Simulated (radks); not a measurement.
The numbers below are computed, except where a source is named.
All-electron atom: the cobalt ion Co4+ in [Ar] 3d5.

Code: a radial shooting solver on a logarithmic mesh with Libxc functionals. Model: scalar-relativistic Kohn-Sham, PBE, spin-polarised, spherical densities, point nucleus; open shells are filled with parallel spins first.

Energy parts (eV):
| part | energy |
|---|---|
| total | -37800.268 |
| kinetic | 38293.390 |
| electron-nucleus | -89151.229 |
| Hartree | 14632.433 |
| exchange-correlation | -1574.863 |

Orbitals (lengths in bohr, moments of r in powers of bohr; r(max) is where P^2 peaks; r(90%) holds 90 % of the orbital's charge):
orbital	occ.	eigenvalue (eV)	r(max)	<r^4>	<r^2>	r(90%)
1s up	1	-7654.680	0.03678	0.00004640	0.004247	0.100
1s down	1	-7654.695	0.03678	0.00004639	0.004247	0.100
2s up	1	-962.9488	0.2132	0.01039	0.07719	0.396
2s down	1	-959.7955	0.2130	0.01028	0.07683	0.395
2p up	3	-833.4428	0.1721	0.007886	0.06233	0.369
2p down	3	-831.0643	0.1719	0.007779	0.06195	0.368
3s up	1	-165.0403	0.6641	0.6966	0.6622	1.13
3s down	1	-158.3816	0.6655	0.7172	0.6701	1.14
3p up	3	-127.7281	0.6710	0.8984	0.7292	1.21
3p down	3	-121.1928	0.6733	0.9418	0.7433	1.22
3d up	5	-68.2859	0.6371	1.832	0.9335	1.43
3d down	0	-61.9402	0.6462	2.149	0.9998	1.49

The highest occupied level is 3d up at -68.286 eV. The density falls to 0.001 e/bohr^3 at r = 2.47 bohr. Summed over all electrons, <r^2> = 10.95 bohr^2, which gives a Langevin (diamagnetic) susceptibility term of -8.67 x 10^-6 cm^3/mol. For comparison, the ionisation energy in NIST's Atomic Spectra Database is 79.5 eV (semi-empirical). In exact Kohn-Sham theory the highest level is minus the ionisation energy, but local and semilocal functionals leave it too shallow, through self-interaction and a potential that decays too fast; potentials with the right tail come closer. Spin moment in Bohr magnetons: 5.
